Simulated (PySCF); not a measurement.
**UHF on Cl²⁺ (chlorine, charge +2)**

Configuration: [Ne] 3s2 3p3, high-spin 4S determinant. Computed with PySCF 2.14 in cc-pVDZ-DK (4s3p1d, 18 functions), with scalar relativity by spin-free X2C-1e.

```
Total energy                        : -459.616737 hartree
One-electron energy                 : -620.5851 hartree
Hartree (Coulomb) energy            : 188.0234 hartree
Exchange energy                     : -27.0550 hartree
⟨S²⟩                                : 3.7508
⟨L²⟩                                : 0.000
Sum of ⟨r⟩                          : 11.21 bohr
Sum of ⟨r²⟩                         : 15.61 bohr²
Langevin diamagnetic susceptibility : -12.4 ×10⁻⁶ cm³/mol
Time after the integrals            : 0.05 s of wall time on 1 thread of Neoverse-V1 (shared host)
```

```json
{"shell": "1s α", "electrons": "1", "mean orbital energy (eV)": "-2893.0", "rms radius, mean of both spins (bohr)": "0.105"}
{"shell": "1s β", "electrons": "1", "mean orbital energy (eV)": "-2891.9", "rms radius, mean of both spins (bohr)": "0.105"}
{"shell": "2s α", "electrons": "1", "mean orbital energy (eV)": "-318.51", "rms radius, mean of both spins (bohr)": "0.478"}
{"shell": "2s β", "electrons": "1", "mean orbital energy (eV)": "-317.36", "rms radius, mean of both spins (bohr)": "0.478"}
{"shell": "2p α", "electrons": "3", "mean orbital energy (eV)": "-248.08", "rms radius, mean of both spins (bohr)": "0.451"}
{"shell": "2p β", "electrons": "3", "mean orbital energy (eV)": "-246.07", "rms radius, mean of both spins (bohr)": "0.451"}
{"shell": "3s α", "electrons": "1", "mean orbital energy (eV)": "-57.708", "rms radius, mean of both spins (bohr)": "1.57"}
{"shell": "3s β", "electrons": "1", "mean orbital energy (eV)": "-46.746", "rms radius, mean of both spins (bohr)": "1.57"}
{"shell": "3p α", "electrons": "3", "mean orbital energy (eV)": "-39.658", "rms radius, mean of both spins (bohr)": "1.73"}
```

Densities and radii are taken from the X2C orbitals without a picture-change correction, which distorts them close to the nucleus.
